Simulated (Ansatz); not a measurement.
`CC[Se]B(O)O` + H₂ → `C[Se]B(O)O` + CH₄  (hydrogenolysis of a C–C bond)

Gas-phase electronic energies from Ansatz, PBE0-D4/def2-TZVP geometries. CCSD(T)/CBS adds triple-zeta CCSD(T) − MP2 to the extrapolated MP2 energy (def2 sets, frozen cores). This one scheme is used for every species. Functionals use def2-TZVPP. B3LYP here is the variant with VWN-RPA as its local correlation; programs differ in this. For Se outer-core shells are correlated without core-valence functions, which leaves a few kJ/mol of doubt a bond. Scalar relativity is left out up to krypton. One conformer a species, not always the lowest.

`CC[Se]B(O)O`:

Cartesian coordinates in Å:
```
C 0.086 1.424 -1.267
C 0.440 -0.042 -1.358
Se 1.395 -0.710 0.222
B -0.128 -0.910 1.438
O -1.383 -0.639 0.992
O 0.039 -1.327 2.727
H 0.976 2.040 -1.124
H -0.409 1.749 -2.188
H -0.595 1.608 -0.435
H -0.444 -0.667 -1.474
H 1.116 -0.246 -2.189
H -2.042 -0.785 1.679
H 0.949 -1.496 2.979
```

H₂:

Z-matrix (Å, degrees):
```
H
H 1 0.746
```

`C[Se]B(O)O`:

Z-matrix (Å, degrees):
```
C
Se 1 1.950
H 1 1.088 2 106.7
H 1 1.087 2 109.7 3 -119.4
H 1 1.087 2 109.7 3 119.3
B 2 1.959 1 98.6 3 179.9
O 6 1.365 2 121.6 1 -180.0
O 6 1.358 2 119.2 1 -0.0
H 7 0.959 6 114.8 2 -0.0
H 8 0.963 6 111.7 2 -180.0
```

CH₄:

Z-matrix (Å, degrees):
```
C
H 1 1.090
H 1 1.090 2 109.5
H 1 1.090 2 109.5 3 -120.0
H 1 1.090 2 109.5 3 120.0
```

| level | ΔE (kJ/mol) | difference from CCSD(T)/CBS |
| --- | --- | --- |
| PBE-D4 | -62.5 | 0.3 |
| B3LYP-D4 | -67.4 | -4.6 |
| ωB97M-V | -66.0 | -3.2 |
| r2SCAN | -67.7 | -4.9 |
| HF/def2-TZVPP | -86.3 | -23.5 |
| MP2/def2-TZVPP | -59.8 | 3.0 |
| CCSD/def2-TZVPP | -68.5 | -5.7 |
| CCSD(T)/def2-TZVPP | -64.2 | -1.4 |
| SCS-MP2/def2-QZVPP | -63.6 | -0.8 |
| MP2/CBS(def2) | -58.4 | 4.4 |
| CCSD(T)/CBS | -62.8 | 0 |

Largest T1 diagnostic among the species: 0.011.

The D4 term adds +10.1 kJ/mol with B3LYP and +5.6 kJ/mol with PBE0; it sums over pairs of atoms, weighted by their polarisabilities, and B3LYP, whose exchange is more repulsive, gets the larger term. In def2-TZVPP, CCSD(T) changes the Hartree–Fock value by +22.1 kJ/mol (the triples alone add +4.3 kJ/mol) and MP2 by +26.5 kJ/mol.
